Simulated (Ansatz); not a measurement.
One change: `BBCC` becomes `CCBSC`.

Ansatz, PBE0-D4/def2-TZVP geometries, multiplicity 1. Each molecule was computed in one conformer, which needn't be the lowest.

```tsv
property	`BBCC`
HOMO energy (PBE/def2-TZVPP) / eV	-6.65
HOMO–LUMO gap (PBE/def2-TZVPP) / eV	4.09
size of the dipole moment (B3LYP/def2-TZVPP) / D	0.74
LUMO energy (PBE/def2-TZVPP) / eV	-2.55
HOMO–LUMO gap (B3LYP/def2-TZVPP) / eV	6.03
HOMO energy (PBE0/def2-TZVPP) / eV	-7.97
```

Give the same properties after the change, and the shifts. (An estimate is asked.)

Computed: 
```csv
property,`CCBSC`,shift
HOMO energy (PBE/def2-TZVPP) / eV,-6.36,0.29
HOMO–LUMO gap (PBE/def2-TZVPP) / eV,4.76,0.67
size of the dipole moment (B3LYP/def2-TZVPP) / D,1.90,1.16
LUMO energy (PBE/def2-TZVPP) / eV,-1.59,0.96
HOMO–LUMO gap (B3LYP/def2-TZVPP) / eV,6.40,0.37
HOMO energy (PBE0/def2-TZVPP) / eV,-7.48,0.49
```

With PBE0 the HOMO rises by 0.49 eV and the LUMO rises by 0.88 eV, so the gap widens by about 0.39 eV. PBE moves the HOMO by 0.29 eV and ωB97M-V by 0.60 eV. Dipoles are sizes alone; their direction can turn.

B3LYP here is the variant with VWN-RPA as its local correlation; programs differ in this.
